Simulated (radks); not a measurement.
Problem. Radial electron density D(r) = 4 pi r^2 rho(r) of an atom or ion with 27 electrons. Calculated with a radial shooting solver on a logarithmic mesh with Libxc functionals: Dirac Kohn-Sham, relativistic LDA (MacDonald-Vosko exchange, VWN5 correlation), spin-unpolarised, spherical densities, finite nucleus; Fermi nuclear charge, rms radius of each element as measured or else 0.836 A^(1/3) + 0.57 fm.

```
   r/bohr * D(r) (the largest magnitude, 120, reaches the edge; | marks zero)
 0.000816 | *
0.0009054 | *
 0.001013 |  *
 0.001133 |  *
 0.001257 |   *
 0.001406 |   *
 0.001572 |    *
 0.001745 |     *
 0.001952 |      *
 0.002183 |        *
 0.002422 |         *
 0.002709 |           *
  0.00303 |            *
 0.003362 |              *
 0.003761 |                 *
 0.004207 |                   *
 0.004668 |                      *
 0.005221 |                        *
 0.005839 |                           *
 0.006479 |                              *
 0.007247 |                                 *
 0.008106 |                                    *
 0.008995 |                                      *
  0.01006 |                                        *
  0.01125 |                                         *
  0.01249 |                                          *
  0.01397 |                                           *
  0.01562 |                                          *
  0.01733 |                                         *
  0.01939 |                                        *
  0.02169 |                                       *
  0.02406 |                                      *
  0.02691 |                                     *
   0.0301 |                                      *
   0.0334 |                                       *
  0.03736 |                                          *
  0.04179 |                                             *
  0.04637 |                                                 *
  0.05186 |                                                    *
  0.05801 |                                                      *
  0.06437 |                                                      *
    0.072 |                                                    *
  0.08053 |                                                *
  0.08936 |                                            *
  0.09995 |                                        *
   0.1118 |                                      *
    0.124 |                                      *
   0.1387 |                                        *
   0.1552 |                                          *
   0.1722 |                                           *
   0.1926 |                                          *
   0.2154 |                                      *
    0.239 |                               *
   0.2674 |                       *
   0.2991 |              *
   0.3318 |        *
   0.3712 |    *
   0.4151 | *
   0.4606 |*
   0.5152 *
   0.5763 *
   0.6395 *
   0.7153 *
```

What is the nuclear charge?

Solution. Z = 69. The innermost maximum, from 1s, lies near gamma/Z bohr with gamma = sqrt(1 - (Z/c)^2) = 0.864, here 0.0125 bohr (found: 0.0139), and its height grows with Z. The density is that of the thulium ion Tm42+ in [Ar] 3d9; the configuration itself is not fixed sharply by these data, and Z only to a few units. D(r) has 3 maxima, at r = 0.0139, 0.0614, 0.175 bohr, and minima at 0.0271, 0.119 bohr, inside which lie 2.03, 11.36 electrons.
